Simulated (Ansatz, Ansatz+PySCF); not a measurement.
```yaml
atoms:
  - { symbol: Li, position_ang: [1.0163, 0.0000, 0.0000] }
  - { symbol: Li, position_ang: [-1.0163, 0.0000, 0.0000] }
  - { symbol: F, position_ang: [0.0000, 1.1891, 0.0000] }
  - { symbol: F, position_ang: [0.0000, -1.1891, 0.0000] }
```

RHF-MP2 on singlet Li₂F₂ was run in several spherical basis sets with Ansatz (development build ahead of 0.2.0). Frozen core: 2 orbitals. Caution for RHF-MP2: no unrestricted run beside it, a lower state can exist.

(1) Rank the basis sets by the total energy that they give, lowest first, with the distance from the lowest.
A. cc-pVDZ
B. cc-pVTZ
C. def2-TZVP
D. 6-31G(d)
E. def2-SVP

## Answers

(1) C (0.00 eV), B (0.92 eV), A (7.30 eV), D (8.55 eV), E (12.39 eV).

Totals follow the description of the cores as much as that of the bonds, so this order isn't one of quality for chemistry.
